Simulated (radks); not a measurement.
Polarisability of the gold ion Au+, [Xe] 4f14 5d10, at imaginary frequency. Method: non-relativistic Kohn-Sham, LDA (Slater exchange, Perdew-Wang correlation), spin-polarised, spherical densities, point nucleus; relativity is left out, which matters for an element this heavy; computed with a radial shooting solver on a logarithmic mesh with Libxc functionals. Response by self-consistent Sternheimer equations with the Hartree and adiabatic LDA kernel.

| w (hartree) | alpha1(iw) (bohr^3) | alpha2(iw) (bohr^5) |
|---|---|---|
| 0.00266 | 12.60 | 85.30 |
| 0.0143 | 12.59 | 85.05 |
| 0.0360 | 12.54 | 83.75 |
| 0.0697 | 12.40 | 79.92 |
| 0.118 | 12.07 | 72.30 |
| 0.186 | 11.41 | 61.51 |
| 0.280 | 10.34 | 50.06 |
| 0.413 | 8.900 | 39.78 |
| 0.605 | 7.218 | 30.81 |
| 0.892 | 5.451 | 22.67 |
| 1.35 | 3.739 | 15.29 |
| 2.12 | 2.233 | 9.008 |
| 3.59 | 1.095 | 4.309 |
| 6.94 | 0.4110 | 1.462 |
| 17.5 | 0.1012 | 0.2700 |

Static values: alpha1 = 12.60 bohr^3 (1.867 angstrom^3; uncoupled 20.54), alpha2 = 85.30 bohr^5, alpha3 = 614.8 bohr^7. C6 = 92.29, C8 = 2269, triple-dipole C9 = 782.7 atomic units. One-pole (London) frequency 4 C6 / (3 alpha1^2) = 0.775 hartree, against 0.592 for minus the highest occupied eigenvalue. The dipole shielding factor is 0.988, as the force sum rule N/Z = 0.987 demands.
